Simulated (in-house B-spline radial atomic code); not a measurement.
Tc. Computed with a B-spline radial atomic code. Model: non-relativistic spherical atom: semilocal Troullier-Martins pseudo-atom, one channel per l, against all electrons, high spin, G0W0 and RPA with empty states to l = 8, local potential for every l without a channel, a model core (radius 0 = none) keeps its share of the functional.

Without relativity these are model numbers for so heavy an element.

What the tables leave out is listed at the end.

The pseudopotential gives back the lowest level of each angular momentum of its own functional in the configuration it was made in; a second state of the same l is only approximately right. Exact exchange, RPA and GW see the smooth pseudo-orbitals and miss the exchange with the core, for which the functional's share stands in. The column with an uncorrelated core keeps all orbitals and exact exchange, and so separates missing core correlation from pseudisation. Only the three outermost levels and the lowest empty one were computed. RPA here is direct RPA, with no exchange kernel, and its energies carry an (l + 1/2)⁻⁴ tail. A hybrid on a potential with a model core restores only its own semilocal share of the core's exchange.

Command:
```bash
python run_psgw.py task.json out
```
Settings (lengths in bohr, energies in hartree):
```
Z                      43
electrons              43
configuration          [Kr] 4d5 5s2
generated_in           [Kr] 4d5 5s2
functional             lda,vwn
core_shells            6
radius_factor          1
core_correction        False
ion_configuration      [Kr] 4d5 5s1
```

Run time, properties included: 83 s on 1 thread of Arm Neoverse N1, with other jobs on the host.

Given: made with LDA VWN5; model core radius 0 bohr; local radius 1.006 bohr; mean-field start PBE0.

Valence shells of the generating configuration: 4s, 4p, 4d, 5s.

Channel: s 0.963, p 1.03, d 1.248 (radii in bohr).

Computed: largest level miss in the spin-unpolarised generating configuration 0.08 eV; valence RPA correlation energy all-electron orbitals -0.79845 hartree; all-electron RPA polarisability, core included 60.738 bohr³; pseudo-atom RPA polarisability 59.605 bohr³; ionisation by mean-field all-electron 6.4799 eV; ionisation by RPA all-electron 7.0238 eV; ionisation by RPA pseudo minus all 0.052 eV.

```tsv
level	occupied	mean-field all-electron (eV)	mean-field pseudo minus all (eV)	G0W0 all-electron (eV)	G0W0 uncorrelated core minus all (eV)	G0W0 pseudo minus all (eV)	exchange self-energy all-electron (eV)	exchange self-energy pseudo (eV)
5s down	1	-4.6692	-0.046	-6.9081	0.023	-0.058	-7.9152	-7.4782
5s up	1	-5.8698	-0.079	-8.1747	0.029	-0.084	-10.584	-10.014
```

Q: What is the valence RPA correlation energy pseudo?

A: -0.84053 hartree.

Q: What is the ionisation by mean-field pseudo minus all?

A: 0.059 eV.

Given: mean-field start Hartree-Fock.

Computed: valence RPA correlation energy all-electron orbitals -0.67397 hartree; all-electron RPA polarisability, core included 54.11 bohr³; pseudo-atom RPA polarisability 53.245 bohr³; ionisation by mean-field all-electron 5.3889 eV; ionisation by RPA all-electron 6.5445 eV; ionisation by RPA pseudo minus all 0.05 eV.

```tsv
level	occupied	mean-field all-electron (eV)	mean-field pseudo minus all (eV)	G0W0 all-electron (eV)	G0W0 uncorrelated core minus all (eV)	G0W0 pseudo minus all (eV)	exchange self-energy all-electron (eV)	exchange self-energy pseudo (eV)
5s down	1	-5.5259	-0.052	-6.6709	0.018	-0.047	-7.0503	-6.7569
5s up	1	-7.2362	-0.062	-8.2888	0.03	-0.052	-10.078	-9.5401
4d up	1	-14.922	-0.183	-14.46	0.091	-0.082	-29.847	-27.257
```

Q: What is the valence RPA correlation energy pseudo?

A: -0.71078 hartree.

Q: What is the ionisation by mean-field pseudo minus all?

A: 0.051 eV.

Among the listed levels the largest G0W0 shift of the pseudo-atom is -0.08 eV, for 5s up on the PBE0 start, while leaving the core uncorrelated moves that level by +0.03 eV. The rest, -0.11 eV, comes from pseudisation and the lost core exchange. Not in the tables (levels of low weight, unsolved or above zero; the highest and the empty levels are kept at any weight): the LDA start was refused, since an empty level lay at or below an occupied one; on PBE0 the G0W0 levels 4d up (pseudo minus all -0.15 eV, weights 0.66 and 0.67), 4d down (pseudo minus all -0.04 eV, weights 0.59 and 0.61).
